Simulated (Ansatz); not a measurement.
`FB[SiH2][SiH3]` + `O[SiH3]` → `FBO[SiH3]` + `[SiH3][SiH3]` at 500 K and 1 bar (cleavage of the B–Si bond).

Isolated molecules relaxed with PBE0-D4/def2-TZVP in Ansatz; ΔE leaves out vibrations. CBS: MP2 limit from def2 TZ/QZ plus the TZ coupled-cluster correction, frozen cores. One conformer a species, not always the lowest.

```json
{"species": "`FB[SiH2][SiH3]`", "CCSD(T)/CBS energy (Eh)": "-706.37300", "H − E (kJ/mol)": "197.0", "S (J/(mol·K))": "424.5"}
{"species": "`O[SiH3]`", "CCSD(T)/CBS energy (Eh)": "-366.69042", "H − E (kJ/mol)": "127.5", "S (J/(mol·K))": "292.9"}
{"species": "`FBO[SiH3]`", "CCSD(T)/CBS energy (Eh)": "-491.38634", "H − E (kJ/mol)": "157.1", "S (J/(mol·K))": "366.7"}
{"species": "`[SiH3][SiH3]`", "CCSD(T)/CBS energy (Eh)": "-581.74359", "H − E (kJ/mol)": "163.1", "S (J/(mol·K))": "323.1"}
```

H − E and S are ideal-gas, rigid-rotor, harmonic terms from PBE0-D4/def2-TZVP, for one conformer and one mirror image of each species. 1 Eh = 2625.50 kJ/mol, R = 8.31446 J/(mol·K).

Question: By hand: ΔE, ΔH, ΔS and ΔG.

Answer: ΔE = (-491.38634) + (-581.74359) − (-706.37300) − (-366.69042) = -0.06651 Eh = -174.6 kJ/mol. Δ(H − E) = 157.1 + 163.1 − 197.0 − 127.5 = -4.3, so ΔH = -178.9 kJ/mol. ΔS = 366.7 + 323.1 − 424.5 − 292.9 = -27.6 J/(mol·K). ΔG = -178.9 − 500 × (-27.6)/1000 = -165.1 kJ/mol.

Question: By hand: the equilibrium constant, and the temperature at which ΔG would vanish if ΔH and ΔS stayed fixed.

Answer: log₁₀ K = −ΔG/(RT ln 10) = 17.2. ΔG = 0 at ΔH/ΔS = 6482 K, far beyond where these terms or the molecules hold.

ΔH outweighs TΔS. A doubt of 5 kJ/mol in ΔE shifts log₁₀ K by 0.5 here. Other conformers and mirror images would add mixing entropy, several J/(mol·K) or more a flexible species. Modes under 60 cm⁻¹, often nearly free rotors, make the harmonic entropy too high. These are equilibria of isolated gas molecules and say nothing of rates. Largest T1 diagnostic: 0.015 (customary marks: 0.02 for closed shells, 0.045 for open ones).
